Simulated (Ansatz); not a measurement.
One change: `BC(N)=O` becomes `BC(N)=[Se]`.

Ansatz, PBE0-D4/def2-TZVP geometries, multiplicity 1. Each molecule was computed in one conformer, which needn't be the lowest.

Scalar relativity is left out up to krypton.

```
                                                                                  property  `BC(N)=O`
                                                     HOMO energy (ωB97M-V/def2-TZVPP) / eV     -10.55
                                                        HOMO energy (PBE0/def2-TZVPP) / eV      -8.18
                                                     HOMO–LUMO gap (B3LYP/def2-TZVPP) / eV       7.70
                                                      HOMO–LUMO gap (PBE0/def2-TZVPP) / eV       8.19
ideal-gas entropy at 298 K and 1 bar (rigid rotor, harmonic PBE0-D4/def2-TZVP) / J/(mol·K)        279
                                                     LUMO energy (ωB97M-V/def2-TZVPP) / eV       1.84
```

Task: Give the same properties after the change, and the shifts. (An estimate is asked.)

Result: Ansatz gave: 
| property | `BC(N)=[Se]` | shift |
| --- | --- | --- |
| HOMO energy (ωB97M-V/def2-TZVPP) / eV | -8.76 | 1.79 |
| HOMO energy (PBE0/def2-TZVPP) / eV | -6.71 | 1.47 |
| HOMO–LUMO gap (B3LYP/def2-TZVPP) / eV | 5.01 | -2.69 |
| HOMO–LUMO gap (PBE0/def2-TZVPP) / eV | 5.41 | -2.78 |
| ideal-gas entropy at 298 K and 1 bar (rigid rotor, harmonic PBE0-D4/def2-TZVP) / J/(mol·K) | 303 | 24 |
| LUMO energy (ωB97M-V/def2-TZVPP) / eV | 0.79 | -1.05 |

With PBE0 the HOMO rises by 1.47 eV and the LUMO falls by 1.32 eV, so the gap narrows by about 2.79 eV. PBE moves the HOMO by 1.10 eV and ωB97M-V by 1.79 eV.

B3LYP here is the variant with VWN-RPA as its local correlation; programs differ in this.

Spin–orbit coupling is left out; it splits and shifts lone-pair levels of the heavy atoms by tenths of an eV.
